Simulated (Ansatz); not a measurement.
Ligand exchange: Cd(CH3)2 + SnH3(SH) → Cd(CH3)(SH) + SnH3(CH3)

Species: Cd(CH3)2 (dimethylcadmium), singlet; SnH3(SH), singlet; Cd(CH3)(SH), singlet; SnH3(CH3), singlet. The partners trade CH3 for SH: Cd–CH3 and Sn–SH bonds give way to Cd–SH and Sn–CH3.

Shapes, held fixed at every level: PBE0-D4/def2-TZVP. Programs: Ansatz 0.2.0. Electronic energies: no zero-point or thermal term.

Question: Estimate ΔE of this reaction.

Answer: The highest level, CCSD(T)/def2-TZVPP, gives ΔE = -41.6 kJ/mol; the levels span -54.7 to -41.4. The column of differences is taken from that level and isn't an error. No measured value is set beside it here. For atoms past krypton def2 sets carry core potentials with scalar relativity. Outer-core shells of Cd, Sn are correlated in most correlated rows, in sets that cover them unevenly.

```tsv
level	kind	ΔE (kJ/mol)	less CCSD(T)/def2-TZVPP
HF/def2-SVP	Hartree–Fock	-54.7	-13.1
HF/def2-TZVPP	Hartree–Fock	-54.5	-12.9
r2SCAN-D4/def2-TZVPP	meta-GGA	-41.5	+0.1
PBE0-D4/def2-TZVPP	global hybrid	-42.0	-0.4
MP2/def2-SVP	perturbation theory	-41.4	+0.2
CCSD(T)/def2-SVP	coupled cluster or CI	-43.2	-1.6
CCSD/def2-SVP	coupled cluster or CI	-43.9	-2.3
CCSD(T)/def2-TZVPP	coupled cluster or CI	-41.6	0.0
```
